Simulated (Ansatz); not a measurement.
Molecule: ReF4, net charge 0, quartet state. The spin state was set by rule; other spins were not relaxed. 
Structure (B3LYP-D3(BJ)/def2-TZVP (Ansatz, a first-principles code) minimum search):
```xyz
5

Re     0.0000     0.0000     0.0000
F      0.9687    -0.6345    -1.4625
F     -0.9687     0.6345     1.4625
F      0.0966     1.7315    -0.6873
F     -0.0966    -1.7315     0.6873
```
Charge 0, spin multiplicity 4.

Basis-set convergence of Hartree-Fock and MP2 correlation energies (hartree) with Ansatz. Valence correlation only, unless marked. UHF or UKS for open shells. Spin-orbit coupling is left out. The frozen core is the preceding noble-gas configuration, with the filled d and f shells of earlier blocks. In def2 rows, elements after Kr have scalar-relativistic effective core potentials.

```tsv
basis	functions	E(HF)	E(corr, MP2)
def2-SVP	88	-475.05339	-0.91662
def2-TZVPP	180	?	?
```

Task: Complete the blanks.

Result: 
- def2-TZVPP, E(HF): -475.59257
- def2-TZVPP, E(corr, MP2): -1.21479
